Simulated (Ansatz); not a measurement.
Ideal-gas functions of `[F][GaH][GaH2]` at 400 K and 1 bar, from an Ansatz frequency run at PBE0-D4/def2-TZVP.

Molar mass 161.47 g/mol, point group Cs (symmetry number 1), electronic degeneracy 1, moments of inertia 40.966, 300.115, 333.744 u Å². Harmonic wavenumbers (cm⁻¹, unscaled): 94, 118, 238, 303, 458, 537, 612, 655, 755, 1943, 1959, 1960.

Use S(trans) = R[1.5 ln M + 2.5 ln T − 1.1517]; rotational temperatures θ = 24.2544 K / I; S(rot) = R[ln(√π/σ · √(T³/θAθBθC)) + 1.5]; for each mode x = 1.438777 ν̃/T, S = R[x/(eˣ − 1) − ln(1 − e⁻ˣ)] and H = RT x/(eˣ − 1); 1 cm⁻¹ = 0.0119627 kJ/mol; R = 8.31446 J/(mol·K).

By hand: the entropy, in J/(mol·K).

Translation 178.4. Rotation: θ = 0.5921, 0.0808, 0.0727 K, giving 115.5. Vibration, mode by mode: 17.37, 15.50, 9.86, 8.00, 5.04, 4.02, 3.25, 2.88, 2.17, 0.06, 0.06, 0.06, in all 68.3. Electronic 0.0. Sum 362.2 J/(mol·K).

By hand: H − E and G − E in kJ/mol, counted from the electronic energy.

Zero-point energy ½ × 9632 × 0.0119627 = 57.6; thermal vibration 14.2; translation, rotation and pV give 4 RT = 13.3. H − E = 85.1 kJ/mol, and G − E = 85.1 − 400 × 362.2/1000 = -59.8 kJ/mol.

Vibration gives 19 % of the entropy, 32.9 J/(mol·K) of it from the modes under 150 cm⁻¹: soft modes count most, and the harmonic formula is weakest for them.
